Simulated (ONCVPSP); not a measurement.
## manganese (Mn): excitation energies, all-electron against ONCV

* Element: Mn (Z = 25)
* Generator: ONCVPSP 4.0.1
* Type: optimised norm-conserving Vanderbilt (ONCV)
* Functional: revPBE
* Relativity: scalar-relativistic
* Frozen core: [Ne]
* Valence charge: 15
* Reference configuration: 3s2 3p6 3d4 (charge +3)
* Partial waves: 3s: rc 1.15 bohr, ncon 4, nbas 8, qcut 8.3 1/bohr, 1 projector; 3p: rc 1.10 bohr, ncon 4, nbas 7, qcut 11.3 1/bohr, 2 projectors, debl 3.5 Ha; 3d: rc 1.55 bohr, ncon 4, nbas 8, qcut 8.4 1/bohr, 2 projectors, debl 0.5 Ha
* Local potential: polynomial inside 0.70 bohr (lpopt 3, dvloc0 2 Ha)
* Core correction: Teter function, fcfact 2.5, rcfact 1.4

In the d channel the program set the typed energies aside and used -1.511, 0.250 Ha.

Energies are relative to the spin-unpolarised reference configuration 3s2 3p6 3d4; without spin polarisation the order of configurations can differ from experiment.

(1) Give the all-electron excitation energy and the error of the potential for: 3s2 3p6 3d5 4s2; 3s2 3p6 3d5 4s1; 3s2 3p6 3d5; 3s2 3p6 3d5 4s1.5.

Levels in the configuration 3s2 3p6 3d5:

| level | all-electron (eV) | pseudo (eV) |
| --- | --- | --- |
| 3s | -103.698 | -103.733 |
| 3p | -72.376 | -72.392 |
| 3d | -24.205 | -24.322 |

## Answers

(1)

```json
{"valence configuration": "3s2 3p6 3d5 4s2", "charge": "0", "ΔE all-electron (eV)": "-56.185", "error AE − PS (meV)": "+615"}
{"valence configuration": "3s2 3p6 3d5 4s1", "charge": "+1", "ΔE all-electron (eV)": "-47.855", "error AE − PS (meV)": "+441"}
{"valence configuration": "3s2 3p6 3d5", "charge": "+2", "ΔE all-electron (eV)": "-32.413", "error AE − PS (meV)": "+82"}
{"valence configuration": "3s2 3p6 3d5 4s1.5", "charge": "+0.5", "ΔE all-electron (eV)": "-52.859", "error AE − PS (meV)": "+544"}
```
